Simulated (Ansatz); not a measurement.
Geometry optimisation, RKS PBE/def2-SVP in Ansatz.

The input (input.yaml):

```yaml
crystal:
  periodic: [false, false, false]
  atoms:
    - { symbol: Sn, position_ang: [0.337139, 0.256213, -0.125682] }
    - { symbol: H, position_ang: [-1.447206, 0.294957, 2.21507] }
    - { symbol: O, position_ang: [1.705772, 0.153708, -1.577645] }
    - { symbol: H, position_ang: [2.063482, -0.75731, -1.58689] }
    - { symbol: O, position_ang: [-1.139864, 1.474133, -0.675845] }
    - { symbol: H, position_ang: [-1.315743, 1.321335, -1.6266] }
    - { symbol: O, position_ang: [-0.203326, -1.638729, 0.209068] }
    - { symbol: H, position_ang: [-0.710596, -1.672908, 1.044577] }
    - { symbol: O, position_ang: [1.15706, 1.070315, 1.47501] }
    - { symbol: Si, position_ang: [2.753835, 1.567436, 1.698441] }
    - { symbol: H, position_ang: [3.70534, 0.400525, 1.621865] }
    - { symbol: H, position_ang: [3.177982, 2.595227, 0.68461] }
    - { symbol: H, position_ang: [2.823308, 2.166612, 3.074367] }
    - { symbol: H, position_ang: [-0.799483, 0.569588, 2.381955] }
basis:
  gaussian: { orbitals: def2-SVP }
hamiltonian:
  xc: pbe
relax:
  f_tol: 0.03
  max_steps: 50
```

Run as:

```bash
$ ansatz run input.yaml --threads 4 --pin off --max-ram 5120MiB --backend cpu --events-out ev --progress --plain --runs-dir out
```

Q: Where does it end, and by what steps?

A: It converged. After 19 steps the energy has fallen by 0.110 eV; H2 moved furthest, 1.33 Å.

```csv
step,energy less start (eV),largest force component (eV/Å),accepted
0,0.0000,1.772,yes
1,-0.0734,0.072,yes
2,-0.0838,0.043,yes
3,-0.0843,0.403,yes
4,-0.0919,0.067,yes
5,-0.0965,0.130,yes
6,-0.0979,0.267,yes
7,-0.1013,0.167,yes
8,-0.1044,0.051,yes
9,-0.1054,0.218,yes
10,-0.1071,0.054,yes
11,-0.1077,0.034,yes
12,-0.1083,0.034,yes
13,-0.1085,0.031,yes
14,-0.1089,0.048,yes
15,-0.1091,0.055,yes
16,-0.1093,0.060,yes
17,-0.1094,0.056,yes
18,-0.1095,0.048,yes
19,-0.1096,0.024,yes
```

```xyz
14
Properties=species:S:1:pos:R:3
Sn 0.369 0.292 -0.391
H -1.082 -0.382 3.298
O 1.792 -0.283 -1.666
H 2.012 -1.219 -1.479
O -0.633 1.809 -1.203
H -0.868 1.568 -2.123
O -0.731 -1.300 0.095
H -1.039 -1.174 1.017
O 1.098 0.999 1.327
Si 2.589 1.712 1.662
H 3.704 0.698 1.621
H 2.914 2.811 0.684
H 2.499 2.285 3.047
H -0.517 -0.014 2.924
```

Whether the end is a true minimum wasn't checked by a vibrational analysis.

The run took 40 s on 4 threads of Arm Neoverse V1 (shared host), peak memory 0.2 GiB.
